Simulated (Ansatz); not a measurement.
## Which is lower?

The two ends of one reaction step of GaH3ClO2F, closed shell (PBE0-D4/def2-TZVP).

A:

```
atom    x (Å)    y (Å)    z (Å)
 Ga1  -0.4150  -0.2908   0.2101
 Cl2   1.2167   1.6635  -0.7589
  O3  -1.7405  -0.3055  -0.9568
  O4  -0.6512   0.1983   1.8906
  H5   1.8844   0.5566  -0.8193
  F6   1.0614  -1.2108  -0.1923
  H7  -1.4877  -0.6806  -1.8032
  H8   0.1320   0.0691   2.4299
```

B:

| atom | x (Å) | y (Å) | z (Å) |
| --- | --- | --- | --- |
| Ga1 | -0.4419 | 0.1423 | 0.1430 |
| Cl2 | 0.8406 | 1.7460 | -0.6290 |
| O3 | -1.6404 | -0.5744 | -0.9371 |
| O4 | -0.5642 | -0.0737 | 1.8909 |
| H5 | 1.8510 | -0.3028 | -0.6508 |
| F6 | 1.4129 | -1.0765 | -0.3472 |
| H7 | -1.5348 | -0.3050 | -1.8519 |
| H8 | 0.0769 | 0.4440 | 2.3822 |

Program: Ansatz 0.2.0. Basis: def2-TZVPP. Cores are frozen in the correlated methods. Filled d shells of the heavier atoms are correlated. The def2 sets are not built for correlating such inner shells, so the correlated values are less sure here. B3LYP uses VWN-RPA correlation.

(1) Which structure is lower at CCSD(T), and by how much? (Judge from chemistry; the value comes from the calculation.)

The T1 diagnostic stays at or below 0.014.

Results:

(1) The calculation gives: B, by 0.391 eV (electronic energy, against the other). By their contacts, A is GaH₃ClO₂F ([OH][Ga]([OH])([F])[ClH]) and B is a complex of GaH₂ClO₂ ([OH][Ga]([OH])[Cl]) + HF.

All methods give the same order:

```csv
method,E(B) − E(A) (eV)
SPW92,-0.424
PBE-D4,-0.391
BLYP-D4,-0.323
r2SCAN-D4,-0.398
B97M-V,-0.384
PBE0-D4,-0.440
B3LYP-D4,-0.367
r2SCAN0-D4,-0.440
BHLYP-D4,-0.407
CAM-B3LYP-D4,-0.357
wB97X-V,-0.379
wB97M-V,-0.410
B2PLYP,-0.373
PBE-QIDH,-0.447
RPA on PBE,-0.344
HF,-0.426
MP2,-0.413
CCSD,-0.391
CCSD(T),-0.391
```

Labels in which every atom is bracketed show which atoms are joined, not bond orders.

For scale, one of the runs: CCSD(T)/def2-TZVPP, 225 basis functions, launched by `ansatz run in.yaml --threads 8 --pin off --events-out ev --progress --plain --max-ram 19148MiB`. Hardware: 8 CPU threads of an AMD EPYC 9R45, shared host. Wall time 24 s; peak host memory 3.9 GiB.
